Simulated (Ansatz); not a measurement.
Input file for Ansatz (a quantum-chemistry and plane-wave program): R-RI-MP2/cc-pVQZ on F2GeH3N (SMILES [NH2][GeH]([F])[F]), a point of a torsion scan. Files ending in .json are basis or fitting sets from the Basis Set Exchange. The run froze 17 orbitals, filled d shells among them.

Ansatz 0.2 input:
```yaml
crystal:
  periodic: [false, false, false]
  atoms:
    - {symbol: N, position_ang: [1.11991237, -0.08805317, -0.16804115]}
    - {symbol: Ge, position_ang: [-0.63262322, -0.05068233, 0.13340652]}
    - {symbol: F, position_ang: [-1.41655175, -0.63544280, -1.28510933]}
    - {symbol: F, position_ang: [-1.03466188, 1.62417075, 0.12559187]}
    - {symbol: H, position_ang: [1.62057669, 0.78591381, -0.11473054]}
    - {symbol: H, position_ang: [1.69776836, -0.86399481, 0.10790642]}
    - {symbol: H, position_ang: [-1.34353124, -0.68963326, 1.27335396]}
basis:
  gaussian:
    orbitals: cc-pVQZ
    fitting: {mean_field: def2-universal-JKFIT, correlation: cc-pVQZ-RIFIT.json}
magnetization: {spin_polarized: false}
correlation: {method: mp2, electrons: outside_noble_gas}
scf: {lower_state_search: off}
```

It printed:

```
WARN ansatz: RAYON_NUM_THREADS=1 ignored (pool sized by the plan → 1); use --threads N
Functional definition: HF
these checks for a lower state are left out or cut short: stability, starts, cluster_reference, orbital_swaps, neighbouring_geometries, increment
integrals: 0.45 GiB planned
551 factors; integrals over basis functions are off by at most 5.3e0 eV
mean field: 0.72 GiB planned
mean field evaluation 1: about -63417.7046 eV, gradient 4.9e1 eV
mean field evaluation 2: about -63420.4457 eV, gradient 3.2e1 eV
mean field evaluation 4: about -63421.8689 eV, gradient 1.0e0 eV
mean field -63421.87096182 eV, -2330.7107689586 hartree, gradient 3.0e-6 eV, S^2 0.000000; 0 other end points of the search recorded, 0 dependent functions left out
17 core orbitals not correlated
787 factors; their error is unknown
reference -63421.87096182 eV, -2330.7107689586 hartree; 13, 13 occupied and 293, 293 virtual orbitals, 787 factors
second order -24.79464612 eV of doubles, -0.00000000 eV of singles
Total energy: -63446.66560793 eV, -2331.6219553970 hartree
Checks for a lower state left out: stability, starts, cluster_reference, orbital_swaps, neighbouring_geometries, increment
```

The run converged.

Cost: about 4 core-seconds (a rough figure).
